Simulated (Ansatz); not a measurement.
System: sum formula H5SiN2O, net charge 0, doublet state. It need not be the lowest isomer of its formula. 
Coordinates optimised at B3LYP-D3(BJ)/def2-TZVP (Ansatz, a first-principles code):
```
Si
O 1 1.6667
H 2 0.9604 1 116.12
N 1 1.7161 2 101.71 3 162.92
H 4 1.0074 1 120.04 2 176.04
H 4 1.0080 5 112.16 1 -149.35
N 1 1.7163 2 119.09 3 -81.70
H 7 1.0060 1 121.88 2 88.73
H 7 1.0109 8 112.50 1 157.65
```
Charge 0, spin multiplicity 2.

Dipole moments at this geometry, in debye (magnitudes).

| level | program | dipole (D) |
|---|---|---|
| SVWN5/def2-TZVPD | Ansatz | 0.72 |
| PBE/def2-TZVPD | Ansatz | 0.70 |
| r2SCAN/def2-TZVPD | Ansatz | 0.76 |
| B97M-V/def2-TZVPD | Ansatz | 0.71 |
| PBE0/def2-TZVPD | Ansatz | (withheld) |
| BHLYP/def2-TZVPD | Ansatz | 0.93 |
| HSE06/def2-TZVPD | Ansatz | 0.80 |
| CAM-B3LYP/def2-TZVPD | Ansatz | 0.87 |
| wB97X-V/def2-TZVPD | Ansatz | 0.84 |
| CCSD(T)/aug-cc-pV(D+d)Z | Ansatz | (withheld) |

Q: Complete the blanks.

A: 
- PBE0/def2-TZVPD, dipole (D): 0.80
- CCSD(T)/aug-cc-pV(D+d)Z, dipole (D): 0.81
